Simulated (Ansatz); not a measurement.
Reaction (redistribution): `[NH2][In]([NH2])[OH]` + `C[S][GeH2][Cl]` → `[NH2][In]([NH2])[Cl]` + `C[S][GeH2][OH]`

Computed with Ansatz on PBE0-D4/def2-TZVP structures; ΔE is electronic, products minus reactants. CBS: MP2 limit from def2 TZ/QZ plus the TZ coupled-cluster correction, frozen cores. DFT in def2-TZVPP. B3LYP here is the variant with VWN-RPA as its local correlation; programs differ in this. Elements past krypton have def2 core potentials. For Ge, In outer-core shells are correlated without core-valence functions, which leaves a few kJ/mol of doubt a bond. Scalar relativity is left out up to krypton. One conformer a species, not always the lowest.

`[NH2][In]([NH2])[OH]`:

Cartesian coordinates in Å:
```
N 1.830 0.361 0.235
In -0.115 -0.013 -0.174
N -1.696 0.378 1.011
O -0.613 -0.502 -2.038
H 2.100 0.306 1.207
H 2.498 -0.164 -0.311
H -1.576 0.206 1.999
H -2.560 -0.051 0.709
H 0.134 -0.522 -2.639
```

`C[S][GeH2][Cl]`:

Cartesian coordinates in Å:
```
C -1.213 -0.970 -0.054
S -0.260 -0.299 1.337
Ge 1.257 0.819 0.216
Cl 0.309 2.381 -0.943
H -1.637 -0.166 -0.654
H -0.599 -1.622 -0.676
H -2.023 -1.555 0.381
H 2.208 1.483 1.215
H 1.957 -0.070 -0.821
```

`[NH2][In]([NH2])[Cl]`:

```xyz
8

N     1.587   -0.928    0.309
In   -0.088   -0.089   -0.415
N    -1.413    1.104    0.511
Cl   -0.562   -0.567   -2.651
H     2.263   -1.191   -0.394
H     2.059   -0.429    1.050
H    -1.517    0.976    1.507
H    -2.329    1.124    0.083
```

`C[S][GeH2][OH]`:

```xyz
10

C     0.552   -0.750   -1.461
S     0.231    0.997   -1.084
Ge   -0.044    0.884    1.106
O    -1.704    0.452    1.584
H    -0.353   -1.351   -1.378
H     1.331   -1.157   -0.815
H     0.900   -0.787   -2.493
H     0.160    2.278    1.698
H     0.930   -0.188    1.637
H    -2.002   -0.378    1.205
```

Is it downhill or uphill in electronic energy at CCSD(T)/CBS, and by how much? (Best estimate.)

The calculation gave: Downhill: ΔE = -0.46 eV.

What do these levels give: PBE-D4, PBE0-D4, B3LYP-D4, ωB97M-V, PBE, PBE0, B3LYP, HF/def2-TZVPP, MP2/def2-TZVPP, CCSD(T)/def2-TZVPP, HF/CBS(def2), MP2/CBS(def2)? (An estimate is asked.)

Ansatz gave: PBE-D4 -0.43, PBE0-D4 -0.49, B3LYP-D4 -0.47, ωB97M-V -0.49, PBE -0.44, PBE0 -0.50, B3LYP -0.49, HF/def2-TZVPP -0.66, MP2/def2-TZVPP -0.48, CCSD(T)/def2-TZVPP -0.50, HF/CBS(def2) -0.65, MP2/CBS(def2) -0.44 eV.

Largest T1 diagnostic among the species: 0.015.

From PBE to PBE0 (25 % exact exchange), in def2-TZVPP and without D4, ΔE moves by −0.06 eV. In def2-TZVPP, CCSD(T) changes the Hartree–Fock value by +0.16 eV (the triples alone add +0.02 eV) and MP2 by +0.18 eV.
